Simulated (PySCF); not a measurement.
A species of formula C5H13F2NSi2 has this rotational fingerprint, computed with PBE0/pcSseg-1 in PySCF (dipole) on a GFN2-xTB geometry, gas phase:

* Rotational constants: A = 1364, B = 757.8, C = 650.4 MHz
* Dipole components: |μa| = 0.32 D, |μb| = 0.41 D, |μc| = 0.06 D
* Inertial defect: -260.58 u·Å²
* κ: -0.70

**Question.** Which candidate fits, each taken in the one conformer that was computed?
A. `[CH3:1][N:2]([CH3:3])[Si@@:4]1([F:5])[CH2:6][C@@H:7]([F:8])[CH2:9][SiH2:10]1` with C1–N2–Si4–F5 37°, N2–Si4–C6–C7 112°, Si4–C6–C7–F8 -71°, C6–C7–C9–Si10 -53°, C7–C9–Si10–Si4 29°
B. `[CH3:1][Si@@H:2]1[CH2:3][CH2:4][C@@H:5]([CH:6]([F:7])[F:8])[Si@H:9]1[NH2:10]` with C4–C5–C6–F7 172°, C5–Si9–N10–H -63° and 162°, C1–Si2–C3–C4 -148°, Si2–C3–C4–C5 53°, C3–C4–C5–C6 -176°, C4–C5–Si9–N10 -86°

**Answer.** A. It is CN(C)[Si@@]1(F)C[C@@H](F)C[SiH2]1, an asymmetric top, point group C1. The candidates at the same level (rigid rotor, commonest isotopes):

```json
{"SMILES": "CN(C)[Si@@]1(F)C[C@@H](F)C[SiH2]1", "A (MHz)": "1364", "B (MHz)": "757.8", "C (MHz)": "650.4", "μa (D)": "0.32", "μb (D)": "0.41", "μc (D)": "0.06", "Δ (u·Å²)": "-260.58", "point group": "C1", "rotor": "asymmetric top"}
{"SMILES": "C[Si@@H]1CC[C@@H](C(F)F)[Si@H]1N", "A (MHz)": "1636", "B (MHz)": "603.9", "C (MHz)": "499.7", "μa (D)": "2.31", "μb (D)": "0.94", "μc (D)": "0.83", "Δ (u·Å²)": "-134.43", "point group": "C1", "rotor": "asymmetric top"}
```

`C[Si@@H]1CC[C@@H](C(F)F)[Si@H]1N` has C 23 % too low. No structure here is proved a minimum.
